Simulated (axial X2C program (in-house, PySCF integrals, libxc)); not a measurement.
**RuCl: cheaper levels and CCSD(T), 2c**

Calculated with an in-house all-electron X2C program for linear molecules (integrals from PySCF). Two-component (2c) means X2C with spin–orbit coupling and atomic mean-field two-electron Coulomb and Gaunt terms. Basis: Ru dyall-cv3z [12s12p8d5f3g], Cl dyall-av3z [9s8p3d2f] (cores contracted in-house); Gaussian nuclei, density fitting, unrestricted open shells. Masses: Ru 101.904 u, Cl 34.969 u.

State: Ω = 7/2 (⟨Sz⟩ = 1.47, ⟨Lz⟩ = 2.03 at HF); fragments Ru + Cl.

```json
{"level": "PBE0", "Re (Å)": "2.232", "ωe (cm⁻¹)": "354.1"}
{"level": "HF", "Re (Å)": "2.392", "ωe (cm⁻¹)": "297.7"}
{"level": "MP2", "Re (Å)": "2.245", "ωe (cm⁻¹)": "347.4"}
{"level": "CCSD", "Re (Å)": "2.272", "ωe (cm⁻¹)": "338.6"}
{"level": "BHandHLYP", "Re (Å)": "2.286", "ωe (cm⁻¹)": "333.9"}
```

Correlated methods: 15 electrons correlated (number of frozen shells: Ru 4 s, 3 p, 1 d; Cl 2 s, 1 p), 289 virtual spin orbitals or spinors in MP2, 110 natural virtuals in coupled cluster.

CCSD(T), same Hamiltonian and basis:

Re = 2.257 Å, ωe = 345.4 cm⁻¹; T1 = 0.020 (Lee–Taylor normalisation).

(1) Give the differences from CCSD(T) in the columns below.

One determinant describes the state; a PBE0 search over occupations chose it and may have missed a lower one. De is not given where an atomic determinant may have missed its ground term or J level, or where the truncated virtual space spoils (T). Density functionals use the spin component along the axis (collinear). Coupled cluster ran in a truncated set of natural virtual spinors; the MP2 energy of the rest was added. (T) has no such correction and the atoms are truncated less, which lowers De at CCSD(T) by a hundredth of an eV or more. Other states lie close and PBE0, whose exact exchange favours high spin, may order them wrongly; the determinant shown need not be the ground state. The nearest other 2c determinant of the search, Ω = 9/2, lies 0.01 eV up at the distance of the search. Without a current term, density functionals place determinants with orbital angular momentum somewhat too high. With several unpaired electrons one determinant need not be a pure state.

## Answers

(1) 

```tsv
level	ΔRe (Å)	Δωe (cm⁻¹)
PBE0	-0.025	9
HF	0.135	-48
MP2	-0.012	2
CCSD	0.015	-7
BHandHLYP	0.029	-12
```
